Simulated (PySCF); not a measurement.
Method: PySCF 2.14.0 with PBE-D3(BJ)/def2-TZVP // TPSS-D3(BJ)/def2-SVP. All species are isolated molecules in the gas phase. 

Reference species: [Ti(Cl)(F)3] (neutral, multiplicity 1).

The HOMO–LUMO gap comes out as 4.41 eV, the charge on the central atom (Mulliken) is 1.36 e and the mean distance from the central atom to its bonded neighbours is 1.852 Å.

Changed species: [Ti(F)4] (4 of 4 Cl replaced by F; the reference has 3 of 4 Cl replaced by F).

### Question
What does the change do to the HOMO–LUMO gap, charge on the central atom (Mulliken) and mean distance from the central atom to its bonded neighbours?

### Answer
the HOMO–LUMO gap goes up by 1.94 eV, to 6.35 eV; the charge on the central atom (Mulliken) increases by 0.12 e, to 1.48 e; the mean distance from the central atom to its bonded neighbours drops by 0.109 Å, to 1.743 Å.
